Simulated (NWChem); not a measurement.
Program: NWChem. System: Ga (+1), charge 1, spin multiplicity 1. Level: RHF/def2-TZVP.

Job file:

```
start mol
memory heap 200 mb stack 900 mb global 1100 mb
charge 1
geometry units angstroms nocenter noautoz
  Ga     0.000000     0.000000     0.000000
  symmetry group D2h
end
basis spherical
  * library def2-tzvp
end
scf
  rhf
  nopen 0
  maxiter 100
  thresh 1e-7
  semidirect memsize 60000000 filesize 0
end
task scf energy
```

NWChem printed:

```
             Northwest Computational Chemistry Package (NWChem) 7.3.0
             --------------------------------------------------------

                                NWChem Input Module
                                -------------------

 Scaling coordinates for geometry "geometry" by  1.889725989
 (inverse scale =  0.529177249)

                             Geometry "geometry" -> ""
                             -------------------------

 Output coordinates in angstroms (scale by  1.889725989 to convert to a.u.)

  No.       Tag          Charge          X              Y              Z
 ---- ---------------- ---------- -------------- -------------- --------------
    1 Ga                  31.0000     0.00000000     0.00000000     0.00000000

 Effective nuclear repulsion energy (a.u.)       0.0000000000

            Nuclear Dipole moment (a.u.)
            ----------------------------
        X                 Y               Z
 ---------------- ---------------- ----------------
     0.0000000000     0.0000000000     0.0000000000

      Symmetry information
      --------------------

 Group name             D2h
 Group number             26
 Group order               8
 No. of unique centers     1

      Symmetry unique atoms

     1


 Summary of "ao basis" -> "" (spherical)
 ------------------------------------------------------------------------------
       Tag                 Description            Shells   Functions and Types
 ---------------- ------------------------------  ------  ---------------------
 *                         def2-tzvp                  on all atoms

 Summary of "ao basis" -> "ao basis" (spherical)
 ------------------------------------------------------------------------------
       Tag                 Description            Shells   Functions and Types
 ---------------- ------------------------------  ------  ---------------------
 Ga                        def2-tzvp                16       48   6s5p4d1f

                                 NWChem SCF Module
                                 -----------------

  ao basis        = "ao basis"
  functions       =    48
  atoms           =     1
  closed shells   =    15
  open shells     =     0
  charge          =   1.00
  wavefunction    = RHF
  use symmetry    = T
  symmetry adapt  = T

 Summary of "ao basis" -> "ao basis" (spherical)
 ------------------------------------------------------------------------------
       Tag                 Description            Shells   Functions and Types
 ---------------- ------------------------------  ------  ---------------------
 Ga                        def2-tzvp                16       48   6s5p4d1f

      Symmetry analysis of basis
      --------------------------

        ag         14
        au          1
        b1g         4
        b1u         7
        b2g         4
        b2u         7
        b3g         4
        b3u         7

 Forming initial guess at       0.0s

      Superposition of Atomic Density Guess
      -------------------------------------

 Sum of atomic energies:       -1923.22468428

 Renormalizing density from      31.00 to     30

      Non-variational initial energy
      ------------------------------

 Total energy =   -1884.858139
 1-e energy   =   -2598.305238
 2-e energy   =     713.447099
 HOMO         =      -0.905456
 LUMO         =      -0.369365

      Symmetry analysis of molecular orbitals - initial
      -------------------------------------------------

 !! scf_movecs_sym_adapt:   42 vectors were symmetry contaminated

  Symmetry fudging

 !! scf_movecs_sym_adapt:   42 vectors were symmetry contaminated

  Numbering of irreducible representations:

     1 ag          2 au          3 b1g         4 b1u         5 b2g
     6 b2u         7 b3g         8 b3u

  Orbital symmetries:

     1 ag          2 ag          3 b1u         4 b3u         5 b2u
     6 ag          7 b2u         8 b1u         9 b3u        10 ag
    11 b2g        12 ag         13 b1g        14 b3g        15 ag
    16 b1u        17 b2u        18 b3u        19 ag         20 b3g
    21 b1g        22 ag         23 ag         24 b2g        25 b2u

 Starting SCF solution at       0.4s

 ----------------------------------------------
         Quadratically convergent ROHF

 Convergence threshold     :          1.000E-07
 Maximum no. of iterations :          100
 Final Fock-matrix accuracy:          1.000E-09
 ----------------------------------------------

              iter       energy          gnorm     gmax       time
             ----- ------------------- --------- --------- --------
                 1    -1922.3990193750  6.04D+00  1.88D+00      0.4
                 2    -1923.0106622973  3.42D-01  1.60D-01      0.4
                 3    -1923.0187410695  1.88D-01  6.60D-02      0.4
                 4    -1923.0194218240  3.38D-03  1.70D-03      0.4
                 5    -1923.0194229830  4.63D-06  2.13D-06      0.4
                 6    -1923.0194229830  8.55D-10  3.36D-10      0.4

       Final RHF  results
       ------------------

         Total SCF energy =  -1923.019422983048
      One-electron energy =  -2675.657300114256
      Two-electron energy =    752.637877131208
 Nuclear repulsion energy =      0.000000000000

        Time for solution =      0.0s

       Symmetry analysis of molecular orbitals - final
       -----------------------------------------------

  Numbering of irreducible representations:

     1 ag          2 au          3 b1g         4 b1u         5 b2g
     6 b2u         7 b3g         8 b3u

  Orbital symmetries:

     1 ag          2 ag          3 b2u         4 b1u         5 b3u
     6 ag          7 b1u         8 b3u         9 b2u        10 ag
    11 b3g        12 b2g        13 b1g        14 ag         15 ag
    16 b3u        17 b2u        18 b1u        19 ag         20 b1g
    21 b3g        22 b2g        23 ag         24 ag         25 b3u

             Final eigenvalues
             -----------------

              1
    1 -379.1218
    2  -48.4713
    3  -42.7966
    4  -42.7966
    5  -42.7966
    6   -6.6973
    7   -4.7838
    8   -4.7838
    9   -4.7838
   10   -1.4943
   11   -1.4943
   12   -1.4943
   13   -1.4943
   14   -1.4943
   15   -0.6880
   16   -0.1943
   17   -0.1943
   18   -0.1943
   19    0.0746
   20    0.0748
   21    0.0748
   22    0.0748
   23    0.0748
   24    0.0748
   25    0.1552

                       ROHF Final Molecular Orbital Analysis
                       -------------------------------------

 Vector   13  Occ=2.000000D+00  E=-1.494258D+00  Symmetry=b1g
              MO Center= -3.1D-29, -1.6D-29,  1.9D-32, r^2= 2.2D-01
   Bfn.  Coefficient  Atom+Function         Bfn.  Coefficient  Atom+Function
  ----- ------------  ---------------      ----- ------------  ---------------
    22      0.906063  1 Ga d -2              27      0.208899  1 Ga d -2

 Vector   14  Occ=2.000000D+00  E=-1.494258D+00  Symmetry=ag
              MO Center=  2.3D-29,  4.7D-29, -8.2D-30, r^2= 2.2D-01
   Bfn.  Coefficient  Atom+Function         Bfn.  Coefficient  Atom+Function
  ----- ------------  ---------------      ----- ------------  ---------------
    24      0.905830  1 Ga d  0              29      0.208845  1 Ga d  0

 Vector   15  Occ=2.000000D+00  E=-6.879606D-01  Symmetry=ag
              MO Center= -1.8D-17,  5.7D-15,  3.8D-16, r^2= 1.8D+00
   Bfn.  Coefficient  Atom+Function         Bfn.  Coefficient  Atom+Function
  ----- ------------  ---------------      ----- ------------  ---------------
     5      0.776266  1 Ga s                  6      0.404714  1 Ga s
     4     -0.329959  1 Ga s                  3     -0.221654  1 Ga s

 Vector   16  Occ=0.000000D+00  E=-1.942941D-01  Symmetry=b3u
              MO Center=  1.8D-18,  3.3D-28,  3.7D-28, r^2= 3.8D+00
   Bfn.  Coefficient  Atom+Function         Bfn.  Coefficient  Atom+Function
  ----- ------------  ---------------      ----- ------------  ---------------
    19      0.699357  1 Ga px                16      0.421052  1 Ga px
    10     -0.161705  1 Ga px

 Vector   17  Occ=0.000000D+00  E=-1.942941D-01  Symmetry=b2u
              MO Center=  4.0D-29, -5.8D-15, -1.0D-29, r^2= 3.8D+00
   Bfn.  Coefficient  Atom+Function         Bfn.  Coefficient  Atom+Function
  ----- ------------  ---------------      ----- ------------  ---------------
    20      0.699357  1 Ga py                17      0.421052  1 Ga py
    11     -0.161705  1 Ga py

 Vector   18  Occ=0.000000D+00  E=-1.942941D-01  Symmetry=b1u
              MO Center=  9.8D-29, -2.3D-29, -4.1D-15, r^2= 3.8D+00
   Bfn.  Coefficient  Atom+Function         Bfn.  Coefficient  Atom+Function
  ----- ------------  ---------------      ----- ------------  ---------------
    21      0.699357  1 Ga pz                18      0.421052  1 Ga pz
    12     -0.161705  1 Ga pz

 center of mass
 --------------
 x =   0.00000000 y =   0.00000000 z =   0.00000000

 moments of inertia (a.u.)
 ------------------
           0.000000000000           0.000000000000           0.000000000000
           0.000000000000           0.000000000000           0.000000000000
           0.000000000000           0.000000000000           0.000000000000

  Mulliken analysis of the total density
  --------------------------------------

    Atom       Charge   Shell Charges
 -----------   ------   -------------------------------------------------------
    1 Ga  31    30.00   2.00  2.00  1.19  0.77  1.32  0.73  5.98  4.41  1.57  0.03 -0.00  8.90  1.13 -0.04  0.02  0.00

       Multipole analysis of the density wrt the origin
       ------------------------------------------------

     L   x y z        total         open         nuclear
     -   - - -        -----         ----         -------
     0   0 0 0      1.000000      0.000000     31.000000

     1   1 0 0      0.000000      0.000000      0.000000
     1   0 1 0     -0.000000      0.000000      0.000000
     1   0 0 1     -0.000000      0.000000      0.000000

     2   2 0 0     -8.456829      0.000000      0.000000
     2   1 1 0      0.000000      0.000000      0.000000
     2   1 0 1      0.000000      0.000000      0.000000
     2   0 2 0     -8.456829      0.000000      0.000000
     2   0 1 1     -0.000000      0.000000      0.000000
     2   0 0 2     -8.456829      0.000000      0.000000

 Task  times  cpu:        0.4s     wall:        0.4s

 Total times  cpu:        0.4s     wall:        0.4s
```
